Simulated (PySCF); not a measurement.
C₄H₅Br, SMILES BrC1=CCC1. Atoms are numbered in the order given.

```xyz
10

Br     0.0046     1.3444     0.0000
C     -0.0615    -0.5197     0.0000
C     -1.0647    -1.4080     0.0000
C     -0.1063    -2.5782     0.0000
C      1.0489    -1.5315     0.0000
H     -2.1526    -1.3267     0.0000
H     -0.1410    -3.2187    -0.8965
H     -0.1410    -3.2187     0.8965
H      1.6871    -1.5332    -0.8974
H      1.6871    -1.5332     0.8974
```

Coordinates come from a PBE0-D3(BJ)/def2-SVP optimisation.

Level of theory: PBE0-D3(BJ)/def2-SVP (PySCF).

Frequencies are harmonic and unscaled.

```csv
mode,ν (cm⁻¹),IR (km/mol),moving atoms (share of kinetic energy)
1,202,1.3,"C 58 %, H 38 %"
2,270,1.0,"C 72 %, H 19 %, Br 9 %"
3,394,5.6,"C 54 %, Br 38 %, H 8 %"
4,399,9.2,"C 55 %, H 44 %"
5,767,13.1,"H 81 %, C 18 %"
6,874,63.0,"C 90 %, H 9 %"
7,882,12.3,"H 85 %, C 15 %"
8,928,2.2,"C 62 %, H 38 %"
9,947,6.7,"H 61 %, C 39 %"
10,1032,0.1,"H 51 %, C 49 %"
11,1085,2.2,"H 86 %, C 14 %"
12,1150,16.1,"C 76 %, H 24 %"
13,1156,0.2,"H 86 %, C 14 %"
14,1189,3.2,"H 59 %, C 41 %"
15,1217,6.2,"H 63 %, C 37 %"
16,1293,44.9,"C 64 %, H 36 %"
17,1435,1.6,H 92 %
18,1462,1.2,"H 84 %, C 16 %"
19,1683,43.4,C 93 %
20,3068,32.9,H 95 %
21,3084,19.3,H 95 %
22,3130,7.6,"H 90 %, C 10 %"
23,3149,12.4,"H 90 %, C 10 %"
24,3251,1.4,"H 91 %, C 9 %"
```
